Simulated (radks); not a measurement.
Results of a calculation; reference values are marked as such.
Valence configurations of neutral chlorine (all share [Ne]). Level of theory: scalar-relativistic Kohn-Sham, LDA (Slater exchange, Perdew-Wang correlation), spin-polarised, spherical densities, finite nucleus; open shells are filled with parallel spins first; Fermi nuclear charge, rms radius 3.3654 fm (a radial shooting solver on a logarithmic mesh with Libxc functionals). Energies are relative to 3s2 3p5; eigenvalues in eV for spin up.

valence      E (eV)  moment (Bohr magnetons)   e(3p)    e(3s)
3s2 3p5       0.000                        1  -9.064  -21.099
3s1.5 3p5.5   5.975                        1  -9.375  -21.497
3s1 3p6      11.966                        1  -9.683  -21.889

NIST lists [Ne] 3s2 3p5 as the ground configuration; this level of theory agrees among the configurations tried. The energies are those of spherical high-spin densities, not of single terms.
